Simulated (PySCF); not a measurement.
Cl₅Sb, charge -1, doublet, geometry from GFN2-xTB (a state made from the parent by changing its charge; the spin is typed, not shown lowest) (all electrons, no relativity) (in this run its highest filled SCF level lies above zero, so its values depend strongly on the basis, on diffuse functions most of all). Base run: PBE0/STO-3G in PySCF.

PySCF was given this input:
```python
from pyscf import gto, scf, dft

mol = gto.M(
    atom='''
Sb    0.02642569   -0.23090450   -0.14561588
Cl    2.28105181    0.53795173   -1.02622923
Cl    1.17965370   -1.37467769    1.80676901
Cl   -1.11957999    0.84976082   -2.13779864
Cl   -2.22097810   -1.06286860    0.69519959
Cl   -0.19942449    1.74254724    1.09890692
''',
    basis='sto-3g',
    charge=-1,
    spin=1,
    verbose=5,
)

mf = dft.UKS(mol)
mf.xc = 'pbe0'
mf.kernel()
```

The base run was repeated with changes; each row names its change, and settings that it needs were set with it.

```
change                                                                                   basis functions       E (Eh)  HOMO (eV)
---------------------------------------------------------------------------------------  ---------------  -----------  ---------
base                                                                                                  72  -8528.64061       0.09
basis = x2c-SVPall; relativity = spin-free X2C                                                       126  -8786.60588      -3.03
basis = ANO-RCC-VDZP; relativity = spin-free X2C                                                     133  -8788.08725      -3.71
basis = jorge-DZP-DKH; relativity = spin-free X2C                                                    168  -8780.59261      -3.92
basis = jorge-DZP-DKH; relativity = none                                                             168  -8549.11552      -3.47
basis = x2c-SVPall; relativity = none                                                                126  -8463.20832      -2.14
basis = ANO-RCC-VDZP; relativity = spin-free X2C; nucleus = Gaussian (with nucmod='G')               133  -8787.89743      -3.71
basis = x2c-SVPall; relativity = spin-free X2C; nucleus = Gaussian (with nucmod='G')                 126  -8786.46342      -3.03
basis = jorge-DZP-DKH; relativity = spin-free X2C; nucleus = Gaussian (with nucmod='G')              168  -8780.43038      -3.92
basis = ANO-RCC-VDZP; relativity = none                                                              133  -8421.61539      -2.92
```

Total energies compare only within one method and basis.

Open shells are given as the SCF converged; they aren't shown to be the lowest states, and a large step between rows can be another state.

Basis sets contracted for a relativistic Hamiltonian are a mismatch without it, so the rows without relativity aren't non-relativistic limits. No row has spin-orbit coupling; sets with core potentials leave out the core electrons.
